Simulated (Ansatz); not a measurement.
CH6SSeSi (`SC[SiH2][SeH]`). The species carries charge 0 and has multiplicity 1.

```tsv
atom	x (Å)	y (Å)	z (Å)
S1	0.5173	1.9586	-0.2460
C2	-0.6870	0.6256	-0.0472
Si3	0.0967	-1.0436	-0.4099
Se4	2.0614	-1.3626	0.6922
H5	-0.3637	2.9717	-0.3020
H6	-1.5061	0.7440	-0.7627
H7	-1.1086	0.6248	0.9610
H8	-0.8942	-2.0929	-0.0553
H9	0.4609	-1.1436	-1.8437
H10	1.4233	-1.2819	2.0137
```

Problem. What are the harmonic wavenumbers in cm⁻¹ at PBE0-D4/def2-TZVP (Ansatz, finite differences of forces, unscaled)? (An estimate is asked.)

Solution. The calculation gave: 54, 125, 136, 212, 249, 390, 469, 581, 621, 737, 758, 809, 846, 924, 942, 1084, 1168, 1424, 2221, 2248, 2438, 2695, 3055, 3113.

Problem. Is this a minimum?

Solution. Yes, all 24 modes are real.

Problem. Give the ideal-gas thermochemistry at 298.15 K and 1 bar (rigid rotor, harmonic oscillator; point group C1, symmetry number 1).

Solution. Zero-point energy 163.3 kJ/mol; H(298) − E = 185.2 kJ/mol; entropy 367.1 J/(mol·K), of which translation 171.9, rotation 118.9, vibration 76.2; G(298) − E = 75.8 kJ/mol. Modes under 100 cm⁻¹ are hindered rotations or soft bends, so the harmonic entropy is rough.

Problem. And at 400, 500, 600, 800 and 1000 K?

Solution. 
```
T (K)  H − E (kJ/mol)  S (J/mol/K)  G − E (kJ/mol)
  400           197.5        402.4            36.6
  500           211.3        433.1            -5.2
  600           226.4        460.6           -50.0
  800           259.6        508.2          -147.0
 1000           295.8        548.6          -252.8
```

Problem. Rotational constants (cm⁻¹)?

Solution. 0.1527, 0.04104, 0.03397.
